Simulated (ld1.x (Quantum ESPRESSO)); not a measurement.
# u(r) = r·R(r): atom against pseudo-atom (carbon)

Columns: radius, all-electron u(r) and pseudo u(r) of the 2p shell (level -5.29 eV) of carbon in the configuration [He] 2s2 2p2; PBE, non-relativistic, TM scheme, ld1.x (Quantum ESPRESSO) 7.5.

| r (bohr) | all-electron | pseudo |
| --- | --- | --- |
| 0.088 | 0.0378 | 0.0158 |
| 0.175 | 0.1182 | 0.0611 |
| 0.262 | 0.2127 | 0.1314 |
| 0.350 | 0.3078 | 0.2210 |
| 0.438 | 0.3951 | 0.3204 |
| 0.525 | 0.4705 | 0.4194 |
| 0.612 | 0.5341 | 0.5108 |
| 0.700 | 0.5874 | 0.5891 |
| 0.788 | 0.6301 | 0.6495 |
| 0.875 | 0.6622 | 0.6908 |
| 0.962 | 0.6850 | 0.7154 |
| 1.050 | 0.6998 | 0.7264 |
| 1.138 | 0.7074 | 0.7273 |
| 1.225 | 0.7087 | 0.7216 |
| 1.312 | 0.7051 | 0.7121 |
| 1.400 | 0.6972 | 0.7002 |
| 1.487 | 0.6860 | 0.6869 |
| 1.575 | 0.6719 | 0.6720 |
| 1.662 | 0.6559 | 0.6559 |
| 1.750 | 0.6380 | 0.6380 |
| 1.838 | 0.6189 | 0.6189 |
| 1.925 | 0.5992 | 0.5992 |
| 2.012 | 0.5789 | 0.5789 |
| 2.100 | 0.5581 | 0.5581 |
| 2.188 | 0.5372 | 0.5372 |
| 2.275 | 0.5166 | 0.5166 |

How many radial nodes do the two functions have?

The all-electron 2p function has n − l − 1 = 0; the pseudo-wave has 0.

At about which radius was the pseudo-wave matched?

1.75 bohr. The columns agree to 0.0005 from 1.57 bohr on; several derivatives are matched, so the curves merge somewhat inside the radius.

Is the pseudo-wave norm-conserving?

Yes: the TM scheme keeps the norm inside the radius equal to the all-electron one, which fixes the energy derivative of the logarithmic derivative at the level.
